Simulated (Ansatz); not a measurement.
The cluster In₅P₅. Total charge 0; singlet. Geometry PBE-D4/def2-SVP; atoms count from 1.

```csv
atom,x (Å),y (Å),z (Å)
In1,-3.0338,-1.5820,-0.1595
In2,-0.1313,2.5551,1.8762
In3,1.2539,0.5164,-3.1043
In4,0.7894,-2.7439,0.2517
In5,1.5919,-0.2711,2.5018
P6,-0.6293,-1.3797,-1.7705
P7,1.7262,1.1224,-0.0971
P8,-0.1552,2.1466,-0.9401
P9,-1.1090,-0.4673,1.6796
P10,-0.3029,0.1035,-0.2378
```

In the def2 sets In takes a core potential; there is no spin–orbit coupling. Another isomer (singlet) lies 0.15 eV lower at PBE0-D4/def2-TZVP; other spin states weren't run for this one.

**Question.** Estimate the Mulliken populations from the PBE0/def2-TZVP orbitals of Ansatz.

**Answer.** 
```json
{"atom": "In1", "charge (e)": "0.29"}
{"atom": "In2", "charge (e)": "0.24"}
{"atom": "In3", "charge (e)": "0.30"}
{"atom": "In4", "charge (e)": "0.27"}
{"atom": "In5", "charge (e)": "0.20"}
{"atom": "P6", "charge (e)": "-0.49"}
{"atom": "P7", "charge (e)": "-0.27"}
{"atom": "P8", "charge (e)": "-0.25"}
{"atom": "P9", "charge (e)": "-0.44"}
{"atom": "P10", "charge (e)": "0.15"}
```
Mulliken values and Mayer orders depend strongly on the basis.

**Question.** And the Mayer bond orders between bonded heavy atoms (over 0.3)?

**Answer.** In1–P6 0.49 (2.90 Å); In1–P9 0.48 (2.89 Å); In2–P8 0.46 (2.85 Å); In3–P6 0.44 (2.99 Å); In4–P6 0.60 (2.82 Å); In5–P7 0.40 (2.95 Å); In5–P9 0.48 (2.83 Å); P6–P10 1.09 (2.16 Å); P7–P8 0.95 (2.30 Å); P7–P10 0.85 (2.27 Å); P8–P10 0.98 (2.17 Å); P9–P10 1.08 (2.16 Å). Values over 0.3 also appear between atoms too far apart for a bond (In2–P7 0.32 at 3.07 Å; In2–P9 0.32 at 3.18 Å; In3–P8 0.32 at 3.05 Å; In4–P9 0.30 at 3.29 Å); they arise where an orbital or an unpaired electron spreads over both atoms.
